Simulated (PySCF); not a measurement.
Compound: C7H12FN.
Atom-mapped SMILES: `[CH3:1][CH2:2][C:3]1=[C:4]([F:5])[N:6]([CH3:7])[CH2:8][CH2:9]1`

Cartesian coordinates in Å at the GFN2-xTB level; atoms count from 1:
```xyz
21
C7H12FN angstrom
C     -2.8390    0.3669   -0.3437
C     -2.0106   -0.4843    0.6222
C     -0.5539   -0.4133    0.3065
C      0.3979    0.2791    0.9280
F      0.2452    1.0762    1.9971
N      1.6879    0.0850    0.4524
C      2.6482    1.1587    0.5082
C      1.5418   -0.6207   -0.8168
C      0.1089   -1.1859   -0.8095
H     -2.7025    0.0275   -1.3678
H     -2.5333    1.4086   -0.2817
H     -3.8956    0.3017   -0.0959
H     -2.1720   -0.1297    1.6419
H     -2.3437   -1.5239    0.5631
H      2.4690    1.9210   -0.2634
H      3.6469    0.7456    0.3662
H      2.5965    1.6284    1.4883
H      2.3031   -1.4006   -0.8902
H      1.6836    0.0779   -1.6543
H     -0.3939   -1.0456   -1.7673
H      0.1064   -2.2557   -0.5838
```

Probes without a nucleus sit at each ring's centroid and 1 Å off its mean plane on both sides; NICS is minus the shielding there, NICSzz its component along the normal. Level: GIAO PBE0/pcSseg-1 (PySCF, non-relativistic, gas phase) on the GFN2-xTB geometry, one conformer.

Ring bond lengths (Å), with Mayer bond orders in brackets: C3–C4 1.331 (1.71), C4–N6 1.389 (1.01), N6–C8 1.460 (0.93), C8–C9 1.540 (1.04), C9–C3 1.510 (1.04).

What do the NICS probes read (ppm)?

```json
{"ring": "C3–C4–N6–C8–C9", "type": "5-membered ring with N; formal bonds 1 double, 4 single", "NICS(0)": "-6.6", "NICS(1), two faces": "-1.9 / -3.2", "NICS(1)zz, two faces": "-0.3 / 0.3", "rms pucker (Å)": "0.07", "centre to ring atoms, mean (Å)": "1.23"}
```

What do they say, and how far can they be read as aromaticity?

- C3–C4–N6–C8–C9: mean NICS(1)zz 0.0 ppm, near zero. C8, C9 have four or more neighbours; no verdict on aromaticity is drawn.

What is the mean of the two in-plane components of NICS at the second NICS(1) probe listed for ring C3–C4–N6–C8–C9, 1 Å off the ring?

The isotropic value is a third of the trace: (3 × -3.2 − (0.3))/2 = -5.0 ppm.
